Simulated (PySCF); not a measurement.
C5H4FO2S (charge -1).
Atom-mapped SMILES: `[O:1]=[C:2]([O-:3])[CH2:4][S:5][C:6]1=[C:7]([F:8])[CH2:9]1`

Cartesian coordinates in Å at the GFN2-xTB level; atoms count from 1:
```xyz
13
C5H4FO2S angstrom
O      0.9877    1.6339   -0.1433
C      1.6674    0.8973    0.5599
O      2.4065    1.1169    1.5180
C      1.6256   -0.6813    0.2209
S      0.5846   -1.1439   -1.1831
C     -0.8783   -0.4089   -0.7138
C     -2.1055   -0.0356   -0.9269
F     -3.1693    0.0785   -1.7369
C     -1.6573    0.1579    0.4734
H      2.6336   -1.0080   -0.0361
H      1.2891   -1.2317    1.1018
H     -1.9995   -0.5189    1.2566
H     -1.3889    1.1442    0.8347
```

NICS = −σ at a ghost point: NICS(0) at the centroid of the ring atoms, NICS(1) 1 Å to either side along the normal of their mean plane, zz for the tensor component along that normal. Level: GIAO PBE0/pcSseg-1 (PySCF, non-relativistic, gas phase) on the GFN2-xTB geometry, one conformer.

Ring bond lengths (Å), with Mayer bond orders in brackets: C6–C7 1.300 (1.70), C7–C9 1.483 (1.05), C9–C6 1.529 (0.79).

Give the NICS values of each ring in ppm.

```json
{"ring": "C6–C7–C9", "type": "3-membered carbocycle; formal bonds 1 double, 2 single", "NICS(0)": "-34.0", "NICS(1), two faces": "-5.3 / -4.7", "NICS(1)zz, two faces": "-10.0 / -8.7", "rms pucker (Å)": "0.00", "centre to ring atoms, mean (Å)": "0.83"}
```

What do they say, and how far can they be read as aromaticity?

- C6–C7–C9: mean NICS(1)zz -9.3 ppm, shielded. C9 has four or more neighbours; no verdict on aromaticity is drawn. NICS(0) lies 29 ppm below the mean NICS(1).

What is the mean of the two in-plane components of NICS at the second NICS(1) probe listed for ring C6–C7–C9, 1 Å off the ring?

The isotropic value is a third of the trace: (3 × -4.7 − (-8.7))/2 = -2.7 ppm.

Give the inner angles of the rings and the Hirshfeld charges of the ring atoms.

- C6–C7–C9: C6 62.6° (-0.049 e), C7 66.3° (+0.023 e), C9 51.1° (-0.101 e); sum 180.0° against 180° for a flat convex ring.

What are the shieldings of the ring atoms and their hydrogens in the same run (means over atoms taken as equivalent)?

| atoms | environment | σ isotropic (ppm) |
| --- | --- | --- |
| C6 | fully substituted alkene carbon | 94.1 |
| C7 | vinylic C–F carbon | 44.1 |
| C9 | allylic carbon | 157.7 |
| H12 (×2) | methylene hydrogen | 29.45 |
